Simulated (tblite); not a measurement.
Record of a relaxation.

Species: C₄H₁₂FPSi₂.
SMILES with atom numbers: `[F:1][C@H:2]1[CH2:3][C@H:4]([SiH2:5][SiH2:6][PH2:7])[CH2:8]1` (hydrogens: H9 on C2; H10, H11 on C3; H12 on C4; H13, H14 on Si5; H15, H16 on Si6; H17, H18 on P7; H19, H20 on C8)

Computed with GFN2-xTB (tblite), gas phase: L-BFGS steps from a force-field or distance-geometry start until the largest atomic force falls under 0.01 eV/Å. 10 of its 204 geometries are shown.

Step 0: E = -688.5348 eV, largest atomic force 2.355 eV/Å
```
atom  x, y, z in Å  |  force x, y, z in eV/Å
F1     -3.410    1.123   -0.577   -0.769  -0.020   0.526
C2     -2.657    0.269    0.158    1.058  -1.418   1.089
C3     -1.734   -0.513   -0.778   -0.944   0.454  -1.213
C4     -0.900    0.769   -0.796    0.488   0.056   0.305
Si5     0.896    0.479   -1.059    0.847   1.336  -1.745
Si6     1.718   -1.275    0.013    0.625  -0.529   0.184
P7      3.763   -0.717    0.673    1.021  -0.904   1.275
C8     -1.354    0.926    0.656   -0.964   1.080   0.320
H9     -3.167   -0.358    0.907   -0.824   0.644  -0.374
H10    -2.194   -0.787   -1.739    0.310  -0.425   0.401
H11    -1.233   -1.297   -0.209   -0.234  -0.150  -0.607
H12    -1.359    1.566   -1.408    0.248  -0.530   0.221
H13     1.725    1.682   -0.817   -0.239  -0.006  -0.012
H14     1.054    0.198   -2.516   -0.037   0.171   0.191
H15     0.878   -1.729    1.117    0.232  -0.188   0.320
H16     1.879   -2.359   -0.952    0.135  -0.221   0.146
H17     4.707   -0.685   -0.420   -1.119   0.828   0.675
H18     3.732    0.527    1.421    0.065  -0.630  -1.458
H19    -1.485    1.964    1.004    0.328  -0.495   0.272
H20    -0.865    0.229    1.378   -0.227   0.947  -0.515
```

Step 23: E = -690.0557 eV, largest atomic force 0.210 eV/Å
```
atom  x, y, z in Å  |  force x, y, z in eV/Å
F1     -3.642    0.981   -0.270    0.088  -0.054   0.046
C2     -2.635    0.188    0.239    0.061  -0.065   0.122
C3     -1.810   -0.460   -0.876   -0.168  -0.033  -0.055
C4     -0.848    0.736   -0.790   -0.051   0.014  -0.044
Si5     0.996    0.503   -1.139    0.128   0.033  -0.109
Si6     1.849   -1.317    0.031    0.178  -0.078   0.079
P7      3.898   -0.963    0.873    0.015   0.039   0.012
C8     -1.400    1.014    0.619   -0.065   0.100   0.052
H9     -3.106   -0.444    0.995    0.006  -0.048   0.037
H10    -2.332   -0.612   -1.813   -0.062   0.006  -0.136
H11    -1.371   -1.402   -0.552    0.042   0.027   0.034
H12    -1.230    1.519   -1.446   -0.013   0.056  -0.086
H13     1.629    1.803   -0.848    0.033  -0.058   0.076
H14     1.130    0.357   -2.602   -0.009  -0.053   0.071
H15     1.071   -1.722    1.220    0.007   0.010  -0.100
H16     2.060   -2.532   -0.780   -0.119   0.075   0.040
H17     4.482   -0.595   -0.325   -0.036  -0.024  -0.013
H18     3.679    0.356    1.220    0.002   0.001   0.036
H19    -1.588    2.052    0.871   -0.051   0.125   0.015
H20    -0.836    0.551    1.427    0.014  -0.073  -0.074
```

Step 45: E = -690.1155 eV, largest atomic force 0.077 eV/Å
```
atom  x, y, z in Å  |  force x, y, z in eV/Å
F1     -3.751    0.731    0.069   -0.009   0.002  -0.029
C2     -2.550    0.100    0.304   -0.001   0.019  -0.002
C3     -1.880   -0.394   -0.982    0.013   0.015   0.020
C4     -0.886    0.786   -0.899    0.021  -0.051   0.004
Si5     0.982    0.466   -1.103    0.002   0.028   0.009
Si6     1.839   -1.327    0.119    0.047   0.042  -0.009
P7      3.923   -0.997    0.884   -0.033   0.023  -0.039
C8     -1.403    1.090    0.523    0.027  -0.007  -0.035
H9     -2.752   -0.634    1.088    0.030  -0.036   0.039
H10    -2.537   -0.397   -1.849    0.011  -0.031  -0.009
H11    -1.430   -1.379   -0.857    0.013   0.055  -0.043
H12    -1.192    1.575   -1.591    0.012  -0.033   0.069
H13     1.640    1.724   -0.706   -0.010   0.025  -0.019
H14     1.221    0.306   -2.544    0.012  -0.011  -0.024
H15     1.092   -1.713    1.324   -0.049  -0.004  -0.006
H16     1.972   -2.530   -0.711   -0.038  -0.065   0.006
H17     4.444   -0.587   -0.331   -0.031  -0.004   0.033
H18     3.710    0.306    1.297    0.012  -0.008  -0.003
H19    -1.717    2.115    0.702   -0.017  -0.002   0.038
H20    -0.731    0.768    1.317   -0.011   0.043  -0.003
```

Step 68: E = -690.1475 eV, largest atomic force 0.089 eV/Å
```
atom  x, y, z in Å  |  force x, y, z in eV/Å
F1     -3.672    0.334    0.368    0.033   0.008   0.003
C2     -2.347   -0.038    0.353   -0.030  -0.028  -0.022
C3     -1.815   -0.345   -1.050    0.026  -0.008  -0.002
C4     -0.863    0.862   -0.950    0.027   0.050   0.026
Si5     1.000    0.516   -1.113    0.084   0.014  -0.027
Si6     1.677   -1.298    0.184    0.005   0.010  -0.036
P7      3.801   -1.075    0.862   -0.018  -0.008   0.011
C8     -1.379    1.144    0.477   -0.048  -0.043   0.039
H9     -2.252   -0.838    1.093    0.025   0.019   0.021
H10    -2.575   -0.266   -1.825   -0.001  -0.013   0.029
H11    -1.325   -1.315   -1.123   -0.025  -0.015  -0.029
H12    -1.148    1.653   -1.642   -0.036   0.040  -0.021
H13     1.684    1.777   -0.763   -0.030  -0.051   0.002
H14     1.298    0.274   -2.535   -0.039   0.025  -0.009
H15     0.882   -1.536    1.398    0.030   0.005   0.009
H16     1.677   -2.565   -0.561   -0.024  -0.001   0.013
H17     4.255   -0.598   -0.356   -0.001  -0.016   0.031
H18     3.630    0.204    1.357    0.025   0.010   0.011
H19    -1.891    2.096    0.609    0.025  -0.014  -0.030
H20    -0.643    1.024    1.272   -0.026   0.017  -0.018
```

Step 90: E = -690.1673 eV, largest atomic force 0.045 eV/Å
```
atom  x, y, z in Å  |  force x, y, z in eV/Å
F1     -3.510   -0.017    0.625    0.026  -0.037   0.004
C2     -2.163   -0.140    0.372    0.023   0.017  -0.016
C3     -1.810   -0.303   -1.108   -0.018   0.027  -0.020
C4     -0.872    0.917   -1.005   -0.002   0.023   0.002
Si5     0.990    0.540   -1.138   -0.003  -0.014  -0.001
Si6     1.591   -1.255    0.223    0.017  -0.014   0.004
P7      3.726   -1.176    0.902   -0.024  -0.010   0.016
C8     -1.393    1.181    0.423    0.000   0.003  -0.011
H9     -1.792   -0.930    1.031   -0.028   0.005   0.016
H10    -2.674   -0.137   -1.748   -0.023   0.013  -0.008
H11    -1.352   -1.254   -1.378    0.006   0.006   0.028
H12    -1.136    1.713   -1.701   -0.021  -0.008  -0.008
H13     1.696    1.778   -0.771    0.003   0.041   0.009
H14     1.266    0.325   -2.567    0.017  -0.037   0.002
H15     0.823   -1.358    1.475    0.011   0.020  -0.012
H16     1.448   -2.565   -0.428    0.017   0.005  -0.016
H17     4.238   -0.693   -0.288   -0.018  -0.013  -0.015
H18     3.625    0.097    1.432    0.019   0.003   0.008
H19    -2.063    2.037    0.498    0.022  -0.031  -0.011
H20    -0.640    1.251    1.205   -0.023   0.001   0.029
```

Step 113: E = -690.1714 eV, largest atomic force 0.022 eV/Å
```
atom  x, y, z in Å  |  force x, y, z in eV/Å
F1     -3.470   -0.103    0.673   -0.011  -0.003   0.005
C2     -2.130   -0.158    0.369   -0.003   0.000   0.006
C3     -1.820   -0.286   -1.123    0.000  -0.003   0.002
C4     -0.881    0.932   -1.014    0.000   0.003   0.003
Si5     0.983    0.551   -1.131    0.004  -0.010   0.008
Si6     1.588   -1.234    0.244   -0.002   0.019  -0.010
P7      3.722   -1.209    0.924   -0.002  -0.001   0.006
C8     -1.411    1.191    0.411   -0.001   0.001   0.000
H9     -1.702   -0.937    1.005   -0.002  -0.005  -0.010
H10    -2.705   -0.098   -1.728    0.004   0.000  -0.006
H11    -1.373   -1.230   -1.430    0.005  -0.001  -0.003
H12    -1.139    1.730   -1.712    0.000   0.000  -0.003
H13     1.675    1.805   -0.789    0.005   0.008   0.003
H14     1.274    0.290   -2.550   -0.003  -0.003   0.005
H15     0.815   -1.324    1.492    0.009   0.000   0.010
H16     1.440   -2.538   -0.417   -0.006  -0.012  -0.004
H17     4.236   -0.764   -0.279    0.004  -0.004  -0.004
H18     3.680    0.072    1.442   -0.001   0.003  -0.008
H19    -2.118    2.017    0.468    0.005   0.003   0.003
H20    -0.670    1.303    1.201   -0.006   0.004   0.000
```

Step 135: E = -690.1727 eV, largest atomic force 0.026 eV/Å
```
atom  x, y, z in Å  |  force x, y, z in eV/Å
F1     -3.481   -0.136    0.649    0.008   0.002   0.005
C2     -2.136   -0.168    0.358   -0.013  -0.005  -0.022
C3     -1.808   -0.279   -1.132    0.000   0.000  -0.010
C4     -0.881    0.947   -0.999    0.004  -0.007  -0.012
Si5     0.983    0.563   -1.109    0.005   0.003   0.001
Si6     1.590   -1.219    0.267    0.000  -0.001   0.008
P7      3.730   -1.215    0.926   -0.001  -0.004  -0.005
C8     -1.436    1.191    0.419   -0.001  -0.005  -0.003
H9     -1.703   -0.947    0.991    0.002  -0.002  -0.004
H10    -2.687   -0.095   -1.747    0.008   0.005   0.007
H11    -1.346   -1.213   -1.444   -0.010  -0.009   0.008
H12    -1.131    1.747   -1.696   -0.012   0.000   0.001
H13     1.685    1.818   -0.792   -0.002   0.001   0.010
H14     1.260    0.279   -2.526    0.003   0.006  -0.003
H15     0.839   -1.297    1.529   -0.003   0.002   0.003
H16     1.415   -2.524   -0.390   -0.001  -0.001   0.007
H17     4.249   -0.855   -0.304   -0.006   0.000   0.001
H18     3.722    0.094    1.368    0.010   0.005  -0.005
H19    -2.157    2.005    0.465   -0.005   0.010   0.002
H20    -0.712    1.313    1.222    0.015  -0.003   0.011
```

Step 158: E = -690.1786 eV, largest atomic force 0.026 eV/Å
```
atom  x, y, z in Å  |  force x, y, z in eV/Å
F1     -3.465   -0.287    0.593   -0.015   0.000  -0.012
C2     -2.124   -0.232    0.294    0.010  -0.003   0.006
C3     -1.788   -0.260   -1.198    0.010   0.003   0.002
C4     -0.881    0.970   -0.989   -0.003   0.010   0.004
Si5     0.992    0.616   -1.019   -0.012   0.006   0.006
Si6     1.562   -1.130    0.417    0.005   0.006  -0.006
P7      3.749   -1.227    0.890   -0.002   0.012  -0.023
C8     -1.489    1.153    0.417    0.004  -0.006  -0.003
H9     -1.642   -1.015    0.886   -0.004  -0.001   0.003
H10    -2.666   -0.047   -1.805    0.000   0.006   0.002
H11    -1.317   -1.171   -1.562    0.000   0.001   0.006
H12    -1.112    1.793   -1.665   -0.010   0.002  -0.003
H13     1.649    1.885   -0.660    0.004   0.001   0.000
H14     1.347    0.353   -2.424   -0.005  -0.007   0.014
H15     0.913   -1.064    1.736    0.008   0.003  -0.002
H16     1.243   -2.460   -0.126   -0.003   0.002   0.009
H17     4.155   -1.228   -0.431    0.004  -0.002   0.008
H18     3.919    0.142    0.993    0.004  -0.020   0.011
H19    -2.247    1.934    0.458    0.005  -0.017  -0.002
H20    -0.800    1.286    1.250    0.001   0.003  -0.019
```

Step 180: E = -690.1814 eV, largest atomic force 0.028 eV/Å
```
atom  x, y, z in Å  |  force x, y, z in eV/Å
F1     -3.461   -0.422    0.490    0.006  -0.011  -0.005
C2     -2.116   -0.297    0.231   -0.003   0.002   0.002
C3     -1.742   -0.249   -1.251    0.003  -0.005   0.002
C4     -0.888    1.004   -0.966    0.006  -0.002   0.003
Si5     0.994    0.698   -0.944   -0.002   0.000   0.014
Si6     1.563   -1.003    0.547   -0.022  -0.011   0.013
P7      3.767   -1.302    0.806   -0.006  -0.011  -0.002
C8     -1.551    1.110    0.422    0.005   0.000   0.006
H9     -1.613   -1.078    0.807   -0.008   0.004   0.000
H10    -2.612   -0.042   -1.871   -0.005   0.001  -0.001
H11    -1.228   -1.125   -1.640    0.004  -0.013  -0.007
H12    -1.125    1.843   -1.621    0.007  -0.003  -0.001
H13     1.628    1.982   -0.603   -0.012   0.004   0.004
H14     1.389    0.401   -2.330   -0.013   0.000  -0.002
H15     1.074   -0.788    1.918   -0.001   0.016  -0.001
H16     1.058   -2.329    0.154    0.004   0.005  -0.006
H17     4.012   -1.526   -0.535    0.015   0.006  -0.017
H18     4.096    0.036    0.697    0.006   0.002   0.006
H19    -2.351    1.848    0.462    0.011   0.014  -0.012
H20    -0.898    1.249    1.281    0.006   0.002   0.006
```

Step 203: E = -690.1840 eV, largest atomic force 0.009 eV/Å
```
atom  x, y, z in Å  |  force x, y, z in eV/Å
F1     -3.471   -0.396    0.490    0.003  -0.003   0.003
C2     -2.123   -0.290    0.240    0.001   0.004   0.001
C3     -1.740   -0.267   -1.240    0.000  -0.001   0.001
C4     -0.889    0.991   -0.976    0.001  -0.002  -0.001
Si5     0.995    0.699   -0.959   -0.006  -0.003   0.004
Si6     1.562   -1.003    0.531   -0.001  -0.005   0.002
P7      3.759   -1.370    0.758    0.002   0.004  -0.006
C8     -1.542    1.114    0.416    0.000   0.007  -0.006
H9     -1.633   -1.069    0.831   -0.002   0.002   0.002
H10    -2.609   -0.075   -1.868    0.004   0.006   0.002
H11    -1.224   -1.151   -1.611    0.003   0.001   0.002
H12    -1.133    1.821   -1.639    0.000  -0.006   0.002
H13     1.611    1.992   -0.618    0.006   0.003   0.002
H14     1.384    0.406   -2.348    0.001   0.000   0.001
H15     1.102   -0.757    1.907    0.002  -0.002  -0.001
H16     1.017   -2.317    0.154    0.001   0.002   0.001
H17     4.029   -1.395   -0.597   -0.003   0.005   0.003
H18     4.107   -0.036    0.859   -0.003  -0.006  -0.004
H19    -2.330    1.864    0.456   -0.007   0.000  -0.005
H20    -0.879    1.251    1.269   -0.002  -0.006  -0.002
```

Q: Summarise the path.

A: The energy falls by 1.6492 eV from step 0 to step 203; nine tenths of that is first reached at step 17. It falls at every step. The largest force goes from 2.355 to 0.009 eV/Å. Among the bonds Si5–Si6 changes most, from 2.213 to 2.332 Å; the atoms move by 0.970 Å rms after alignment.

What follows is the cost of the whole relaxation. The run took 1.6 s on an Arm Neoverse V2 with one thread, shared host.
